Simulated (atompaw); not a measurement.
## O: one change to a PAW (atompaw) potential, before and after

oxygen, PAW, made with atompaw 4.2.0.5 (PBE, scalar-relativistic). Core [He], reference 2s2 2p3.5 (charge +0.5). Waves: 2s (bound): rc 0.65 bohr; 2s channel at -1.85 Ry: rc 0.65 bohr; 2p (bound): rc 1.15 bohr; 2p channel at -0.15 Ry: rc 1.15 bohr; 3d channel at -0.1 Ry: rc 0.85 bohr; 3d channel at 0.65 Ry: rc 1.15 bohr. Local part: ultrasoft scheme with l = 3 at 0 Ry, radius 0.95 bohr. Core correction: smooth core density matched at 1.05 bohr. Augmentation charge: sinc compensation charge, radius 0.90 bohr; PAW radius 1.15 bohr; waves and projectors: custom rrkj vanderbiltortho.

All-electron outer shells of the reference configuration (PBE, scalar-relativistic, ld1.x):

```
shell  level (eV)  outermost node (bohr)  outermost maximum (bohr)
   2s      -31.39                   0.28                      0.87
   2p      -16.28                      –                      0.81
```

Change: reference 2s2 2p4.

Cutoffs: the cutoffs (Ry, on a coarse ladder) from which the occupation-weighted sum of valence levels, in a spherical-Bessel basis at the reference potential, stays within 10 and 1 mRy of its value at 400 Ry; they do not see the model core or the augmentation charge, which bear on the density cutoff.

**Question.** What does the change do?

**Answer.** The potential gets softer (90 Ry and 120 Ry → 80 Ry and 110 Ry); neither file shows a bound ghost.

```tsv
quantity	base	changed
cutoff, loose	90 Ry	80 Ry
cutoff, tight	120 Ry	110 Ry
bound ghosts	none	none
s: phases at 1.15 bohr within 0.05 rad from the reference energy up to (Ry; the scan ends near 5)	to the end of the scan	to the end of the scan
p: phases at 1.15 bohr within 0.05 rad from the reference energy up to (Ry; the scan ends near 5)	to the end of the scan	to the end of the scan
d: phases at 1.15 bohr within 0.05 rad from the reference energy up to (Ry; the scan ends near 5)	1.8	2.0
lowest overlap eigenvalue by channel	s 0.64, p 0.96, d 0.18	s 0.64, p 0.97, d 0.06
```

 The cutoffs see the waves, projectors and local potential, not the compensation charge or the core.
